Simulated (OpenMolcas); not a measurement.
**In: thermal populations, the spin-orbit constant, worked from levels**

- Program: OpenMolcas 26.06
- Basis: ANO-RCC-VTZP [7s6p4d2f1g]
- Scalar Hamiltonian: DKH2, point nucleus
- Active space: 3 electrons in 8 orbitals (5s 5p 6s 6p)
- State averaging: 2S+1 = 4 odd, 1 root (0 in the spin-orbit step); 2S+1 = 2 odd, 3 roots; 2S+1 = 4 even, 3 roots; 2S+1 = 2 even, 5 roots (0 in the spin-orbit step)
- Spin-orbit coupling: state interaction with AMFI integrals over the reference wave functions, term energies averaged over their components

Methods: CASSCF; SS-CASPT2, IPEA 0.25 Eh, imaginary shift 0.1 Eh (closed shells correlated: 4d). Measured levels: NIST Handbook of Basic Atomic Spectroscopic Data.

**Thermal populations.** Z = Σ (2J + 1) exp(-E/kT) with k = 0.695035 cm-1/K, over the levels below. No other level of either list lies under 24300 cm-1, which is above 7 kT at each temperature.

```csv
Level,2J + 1,SS-CASPT2,measured
5s2 5p 2P* 1/2,2,0.0,0.0
5s2 5p 2P* 3/2,4,1766,2213
```

| T (K) | Z, SS-CASPT2 | Z, measured levels | Ground level (%), SS-CASPT2 | Ground level (%), measured levels |
| --- | --- | --- | --- | --- |
| 2000 | 3.123 | 2.814 | 64.0 | 71.1 |
| 3000 | 3.715 | 3.384 | 53.8 | 59.1 |
| 5000 | 4.406 | 4.116 | 45.4 | 48.6 |

At 5000 K, kT = 3475 cm-1, and the computed levels give Z = 2.000 + 2.406 = 4.406.

**The spin-orbit constant.** For the Hund term 2P* of p1, E(J) = (A/2) J(J+1) + constant and ζ = 2S·A = A. From J = 1/2 to J = 3/2 the energy changes by 1.5 A.

| Source | E(3/2) - E(1/2) | A | ζ |
| --- | --- | --- | --- |
| CASSCF | 1766.0 | 1177.3 | 1177 |
| SS-CASPT2 | 1766.0 | 1177.3 | 1177 |
| measured | 2212.6 | 1475.1 | 1475 |

All in cm-1. SS-CASPT2 is off by -20.2 % and CASSCF by -20.2 %. Both methods take the spin-orbit matrix elements from the reference wave functions, so the second can move ζ only through the term energies and any multistate remixing.

Some high roots are left out of the spin-orbit mixing, which shifts the levels that they would mix with. Active for correlation alone: 6p 6s; no level in the range computed is led by a configuration that fills them, so any true level of that kind is missing. Without dynamic correlation excited terms often stand tens of per cent too high (terms of higher spin than the ground term too low), and those without a measured partner can miss by more than the paired ones (holds for CASSCF). Measured partners are found by configuration, term and J. A level has none where our copy of the source lacks it or the pairing is in doubt (some pairs that miss far off the trend of their configuration count as doubtful), and it then counts in no deviation. Only configurations of the active space appear.

* marks odd parity.
